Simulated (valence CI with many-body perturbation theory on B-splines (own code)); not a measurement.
# E1 transitions of Ti XV

Method: configuration interaction combined with many-body perturbation theory (CI+MBPT): six valence electrons over a frozen Dirac-Fock core [He], a basis of 9 s, 9 p, 8 d, 6 f, 3 g, 1 h functions for each j, with the one-electron correlation potential Σ1, the two-electron term Σ2, the three-electron term Σ3, Breit, model QED; selected CI, second order for the rest, scaled by the run's own slope (own B-spline code, finite nucleus).

No measured spectrum was set against this ion. As an estimate, levels of excited configurations hold to 0.05 to 0.15 % of their energy, terms of the ground configuration to about 0.5 %. Among the levels kept, up to 2800 cm⁻¹ of a level comes from second order outside the variational space, and about a tenth of that is noise between levels of different J, which matters for small intervals.

Lines 51 to 100 of 195 in falling wavelength, among levels below 603.98 eV, chosen from the strongest by gf and those to the six lowest levels. Wavelengths and rates use the calculated energies, so an error of 2000 cm⁻¹ moves a line at 43.84 nm by 0.88 % and its rate by three times that or more. Electric multipoles are in the length gauge, E1 and E2 with the static RPA response of the core. Weak lines are less certain than strong ones. Lines between different terms over intervals too small for the method are left out, as are lines whose strength nearly cancels. The highest levels of a list are the least certain.

Names give the largest LS component (configuration and term), which can be under half, so a name can repeat, a term be missing and a line seem to break the LS rules; names also repeat where a configuration has a term twice. Letters in brackets count levels of one name in rising energy.

| λ vac (nm) | Upper | Lower | A (s⁻¹) | log gf | Branch % |
| --- | --- | --- | --- | --- | --- |
| 43.84 | 2s²2p³3d ⁵D°_2 | 2s²2p³3p ⁵P_3 | 2.39e+08 | -1.46 | 0.6 |
| 43.68 | 2s²2p³3d ⁵D°_4 | 2s²2p³3p ⁵P_3 | 3.63e+09 | -0.03 | 100.0 |
| 43.49 | 2s²2p³3p ³P_0 [c] | 2s²2p³3s ³P°_1 | 3.91e+09 | -0.95 | 13.0 |
| 43.33 | 2s²2p³3p ¹D_2 | 2s²2p³3s ¹P°_1 | 1.88e+09 | -0.58 | 18.2 |
| 43.19 | 2s²2p³3d ³F°_4 [b] | 2s²2p³3p ³D_3 [b] | 3.50e+09 | -0.06 | 90.8 |
| 42.97 | 2s²2p³3d ³F°_4 [a] | 2s²2p³3p ³D_3 [a] | 2.39e+09 | -0.22 | 67.8 |
| 42.89 | 2s²2p³3d ³D°_2 | 2s²2p³3p ³P_2 [a] | 8.54e+08 | -0.93 | 0.0 |
| 42.71 | 2s²2p³3p ³P_2 [a] | 2s²2p³3s ⁵S°_2 | 2.08e+08 | -1.55 | 5.8 |
| 42.65 | 2s²2p³3p ³P_1 [c] | 2s²2p³3s ³P°_1 | 6.64e+08 | -1.26 | 3.7 |
| 42.58 | 2s²2p³3d ³G°_3 | 2s²2p³3p ³F_2 | 3.71e+09 | -0.15 | 1.5 |
| 42.53 | 2s²2p³3d ³F°_3 | 2s²2p³3p ³D_2 [a] | 2.03e+09 | -0.42 | 0.6 |
| 42.42 | 2s²2p³3d ⁵D°_3 | 2s²2p³3p ⁵P_2 | 2.62e+09 | -0.31 | 28.1 |
| 42.42 | 2s²2p³3d ⁵D°_2 | 2s²2p³3p ⁵P_2 | 2.23e+09 | -0.52 | 5.1 |
| 42.42 | 2s²2p³3d ⁵D°_1 | 2s²2p³3p ⁵P_2 | 9.47e+08 | -1.12 | 1.7 |
| 42.16 | 2s²2p³3d ³D°_1 | 2s²2p³3p ³P_0 [a] | 2.10e+09 | -0.77 | 0.1 |
| 41.99 | 2s²2p³3d ⁵D°_0 | 2s²2p³3p ⁵P_1 | 4.00e+09 | -0.98 | 9.3 |
| 41.98 | 2s²2p³3d ⁵D°_2 | 2s²2p³3p ⁵P_1 | 1.44e+09 | -0.72 | 3.3 |
| 41.98 | 2s²2p³3d ⁵D°_1 | 2s²2p³3p ⁵P_1 | 3.02e+09 | -0.62 | 5.5 |
| 41.88 | 2s²2p³3p ³P_1 [c] | 2s²2p³3s ³P°_0 | 4.23e+08 | -1.48 | 2.4 |
| 41.81 | 2s²2p³3d ³D°_2 | 2s²2p³3p ³P_1 [a] | 2.94e+09 | -0.42 | 0.2 |
| 41.47 | 2s²2p³3d ³D°_3 | 2s²2p³3p ³P_2 [a] | 3.83e+09 | -0.16 | 0.2 |
| 41.15 | 2s²2p³3d ³F°_2 | 2s²2p³3p ³D_1 [a] | 1.62e+09 | -0.69 | 0.5 |
| 41.03 | 2s²2p³3p ³P_1 [b] | 2s²2p³3s ³D°_2 | 2.25e+09 | -0.77 | 5.6 |
| 40.88 | 2s²2p³3p ³P_1 [b] | 2s²2p³3s ³D°_1 | 1.15e+09 | -1.06 | 2.8 |
| 40.85 | 2s²2p³3p ³P_0 [b] | 2s²2p³3s ³D°_1 | 4.45e+09 | -0.95 | 11.8 |
| 40.68 | 2s²2p³3p ¹D_2 | 2s²2p³3s ³P°_2 | 1.39e+09 | -0.76 | 13.4 |
| 40.63 | 2s²2p³3d ³D°_1 | 2s²2p³3p ³P_1 [a] | 1.65e+09 | -0.91 | 0.1 |
| 40.51 | 2s²2p³3p ³D_2 [b] | 2s²2p³3s ¹D°_2 | 2.87e+09 | -0.45 | 17.2 |
| 40.43 | 2s²2p³3d ³G°_3 | 2s²2p³3p ³D_2 [a] | 4.09e+08 | -1.15 | 0.2 |
| 40.42 | 2s²2p³3p ³P_2 [b] | 2s²2p³3s ³D°_3 | 3.64e+09 | -0.35 | 6.0 |
| 39.50 | 2s²2p³3d ¹S°_0 | 2s²2p³3p ³D_1 [a] | 2.28e+09 | -1.27 | 10.2 |
| 39.43 | 2s²2p³3p ³D_2 [c] | 2s²2p³3s ¹D°_2 | 1.12e+09 | -0.89 | 8.2 |
| 38.70 | 2s²2p³3p ³P_2 [b] | 2s²2p³3s ³D°_2 | 9.37e+08 | -0.98 | 1.6 |
| 37.87 | 2s²2p³3p ¹D_2 | 2s²2p³3s ³P°_1 | 3.76e+08 | -1.39 | 3.7 |
| 37.01 | 2s²2p³3p ¹P_1 [b] | 2s²2p³3s ¹D°_2 | 7.53e+08 | -1.33 | 2.5 |
| 35.83 | 2s²2p³3p ³S_1 | 2s²2p³3s ³D°_2 | 7.80e+08 | -1.35 | 2.3 |
| 35.40 | 2s²2p³3p ³D_3 [c] | 2s²2p³3s ³D°_3 | 2.26e+08 | -1.53 | 1.8 |
| 33.06 | 2s²2p³3p ¹S_0 | 2s²2p³3s ¹P°_1 | 1.07e+10 | -0.75 | 14.9 |
| 31.34 | 2s²2p³3p ¹D_2 | 2s²2p³3s ¹D°_2 | 3.74e+09 | -0.56 | 36.2 |
| 30.27 | 2s²2p³3p ³P_1 [b] | 2s²2p³3s ³S°_1 | 9.52e+08 | -1.41 | 2.4 |
| 28.99 | 2s²2p³3p ³P_2 [b] | 2s²2p³3s ³S°_1 | 3.07e+09 | -0.71 | 5.1 |
| 25.97 | 2s²2p³3p ¹P_1 [b] | 2s²2p³3s ³S°_1 | 9.42e+08 | -1.54 | 3.1 |
| 24.73 | 2s²2p³3p ³P_1 [c] | 2s²2p³3s ³S°_1 | 1.04e+09 | -1.54 | 5.8 |
| 18.97 | 2s2p⁵ ³P°_1 | 2s²2p⁴ ¹S_0 | 1.85e+08 | -2.52 | 0.5 |
| 16.57 | 2s2p⁵ ³P°_2 | 2s²2p⁴ ¹D_2 | 6.97e+08 | -1.84 | 2.2 |
| 15.77 | 2s2p⁵ ³P°_1 | 2s²2p⁴ ¹D_2 | 6.42e+06 | -4.14 | 0.0 |
| 14.85 | 2s2p⁵ ³P°_2 | 2s²2p⁴ ³P_1 | 6.93e+09 | -0.94 | 22.1 |
| 14.74 | 2p⁶ ¹S_0 | 2s2p⁵ ¹P°_1 | 9.68e+10 | -0.50 | 97.7 |
| 14.27 | 2s2p⁵ ³P°_1 | 2s²2p⁴ ³P_0 | 1.00e+10 | -1.04 | 29.1 |
| 14.21 | 2s2p⁵ ³P°_1 | 2s²2p⁴ ³P_1 | 7.89e+09 | -1.14 | 23.0 |
